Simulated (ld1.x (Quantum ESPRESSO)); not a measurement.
B, TM: configuration errors across variants

ld1.x (Quantum ESPRESSO) 7.5 input, shortened:

```
&input
   title='B', zed=5., rel=0, dft='WC', iswitch=3,
   config='[He] 2s1 2p0 3d-2'
 /
 &inputp
   pseudotype=2, tm=.true., lloc=0,
   nlcc=.true., rcore=0.55
 /
3
2P  2  1   0.00   0.00  1.95  1.95  0.0
3D  3  2  -2.00   0.40  1.80  1.80  0.0
2S  1  0   1.00   0.00  1.20  1.20  0.0
 &test
   configts(1)='2s1 2p0'
 /
```

All-electron excitation energies from the reference (eV): (1) 2s2 2p1 -33.447; (2) 2s2 2p0 -25.298; (3) 2s2 2p0.5 -30.589; (4) 2s1 2p2 -27.615; (5) 2s1 2p1 -19.159; (6) 2s0 2p3 -21.770; (7) 2s2 2p1.3 -34.169.

Errors AE − PS in meV (a dash: test not solved or not reliable):

| change | (1) | (2) | (3) | (4) | (5) | (6) | (7) | bound ghosts |
| --- | --- | --- | --- | --- | --- | --- | --- | --- |
| base | +68 | +19 | +49 | +88 | +51 | +112 | +74 | none |
| wave 2s (bound): rc 1.20 bohr becomes 2s (bound): rc 0.78 bohr | +87 | +26 | +62 | +108 | +60 | +145 | +94 | none |
| wave 2s (bound): rc 1.20 bohr becomes 2s (bound): rc 1.34 bohr | +69 | +19 | +49 | +90 | +51 | +115 | +74 | none |
| wave 2s (bound): rc 1.20 bohr becomes 2s (bound): rc 1.52 bohr | +72 | +16 | +49 | +101 | +57 | +137 | +79 | none |
| wave 2s (bound): rc 1.20 bohr becomes 2s (bound): rc 1.72 bohr | +80 | +10 | +50 | +126 | +67 | +180 | +90 | none |

Problem. Give the same row for: wave 2s (bound): rc 1.20 bohr becomes 2s (bound): rc 1.02 bohr.

Solution. +67, +17, +47, +90, +51, +121, +72; bound ghosts: none.
